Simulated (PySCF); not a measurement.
**Structure elucidation problem**

The spectra below were simulated for a compound C$_{7}$H$_{12}$FNSi.

1H NMR (600 MHz, computed): δ 5.34 (m, 1H), 5.10 (m, 2H), 4.65 (m, 2H), 3.02 (s, 2H), 2.42 (q, 2H), 1.15 (t, 3H).

13C{1H} NMR (computed): δ 166.8 (C), 123.9 (CH), 121.4 (C), 77.8 (CH2), 33.2 (CH2), 28.4 (CH2), 15.7 (CH3).

All values are calculated (PySCF): σ from GIAO-PBE0/pcSseg-1, geometry: GFN2-xTB. Fast rotation and ring inversion assumed for equivalent nuclei, no solvent, non-relativistic, a single conformation.

δ = σ(ref) − σ, references computed at the same level: 1H and 13C vs TMS.

Propose a structure and justify it.

## Answers


Rings plus π bonds: 3 (no ring in the answer). 7 carbon signals for 7 carbons: no two carbons are equivalent. Carbon types of the structure: 2 × C, 1 × CH, 3 × CH2, 1 × CH3, leaving 2 H on heteroatoms. δC 166.8: fully substituted alkene carbon. δC 123.9: alkene CH; an sp2 carbon of a C=C bond. δC 121.4: nitrile carbon; typical of a nitrile. δC 77.8: sp3 CH2 bonded to F and Si; deshielded by the electronegative neighbour. δC 15.7: methyl carbon; aliphatic region, no heteroatom directly attached. δH 5.34: hydrogen on an alkene CH; attached to an sp2 carbon and in the plane of the double bond. δH 3.02, 2.42: hydrogen on an allylic sp3 CH2; allylic position.

These data were computed for SMILES CC/C(=C\[SiH2]CF)CC#N.

The shifts were computed for this structure.

Splittings by 19F in the carbon and heteronuclear signals aren't shown, as no couplings were computed. Shifts are as computed. Against solution values, carbons near 30 ppm lie about +3 ppm off and those near 130 ppm about +5 ppm. Of 1309 compounds with measured shifts, 239 miss one by over three times the rms of a fit or turn the order of signals round; such compounds aren't used in these exercises. No couplings were computed; multiplicities are counted from neighbouring protons, with m where these are inequivalent, close in shift, in a saturated or five-membered ring or joined by F or P, and br s for small geminal =CH2 splittings.
